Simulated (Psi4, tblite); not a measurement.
Two rigid molecules brought together: CH2O ··· O2S (SMILES C=O and O=S=O). Monomers: optimised at B3LYP-D3(BJ) (def2-TZVP), held rigid. Orientation: a higher rigid-body minimum at GFN2-xTB. The monomers approach along the line of their centres of mass (distance R); nothing else relaxes.

Geometry at R = 2.63 Å (first 4 atoms: monomer A):
```
7

C     -0.0058     0.0011    -0.0001
O      1.1710    -0.2278     0.0088
H     -0.7618    -0.8081    -0.0056
H     -0.4034     1.0348    -0.0031
O      2.9903     1.0915     1.8033
S      2.1023     1.7435     0.8782
O      0.8702     2.2982     1.3719
``` The table gives interaction energies.

```tsv
R / Å	A	B	C
2.42	5.46	-5.86	8.51
2.63	-1.52	-9.15	0.05
2.84	-4.15	-8.84	-3.45
3.06	-4.70	-7.24	-4.46
3.37	-4.07	-5.04	-4.06
3.66	-3.18	-3.66	-3.16
4.10	-2.03	-2.44	-1.97
4.84	-0.94	-1.35	-0.91
5.80	-0.40	-0.68	-0.43
7.10	-0.18	-0.32	-0.19
```

Energies in kcal/mol.

Question: Match the curves with the methods Psi4 1.11 with BLYP-D3(BJ)/def2-TZVP, counterpoise-corrected; GFN2-xTB (tblite 0.5.0); PBE-D3(BJ)/def2-TZVP, counterpoise-corrected (Psi4).

Answer: A is PBE-D3(BJ)/def2-TZVP; B is GFN2-xTB; C is BLYP-D3(BJ)/def2-TZVP.
